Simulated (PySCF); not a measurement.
**Structure and specific rotation at 589.3 nm (origin-invariant length gauge)**

Theory: TDDFT LC-wPBE/def2-SVPD circular dichroism and optical rotation, one conformer, gas phase (PySCF 2.14.0). Geometry: GFN2-xTB.

Each molecule in one low-energy conformer. The parent is FB(F)[C@@H]1CC[C@@H]1F.

The molecule is flexible and this is one conformer; a measurement averages over conformers.

Q: How does the specific rotation at 589.3 nm (origin-invariant length gauge) change along this series?
- FB(F)[C@@H]1CC[C@@H]1F (base)
- FB(F)[C@H]1CC[C@@H]1F (diastereomer)

A: 
```
              molecule  [α]589 (deg dm⁻¹ (g/mL)⁻¹)  S1 (eV)  R(S1), velocity form (10⁻⁴⁰ esu² cm²)
FB(F)[C@@H]1CC[C@@H]1F                       +38.7     8.17                                   -2.8
 FB(F)[C@H]1CC[C@@H]1F                       +33.0     7.88                                   -6.9
```
The specific rotation at 589.3 nm (origin-invariant length gauge) is lowest for FB(F)[C@H]1CC[C@@H]1F and highest for FB(F)[C@@H]1CC[C@@H]1F.
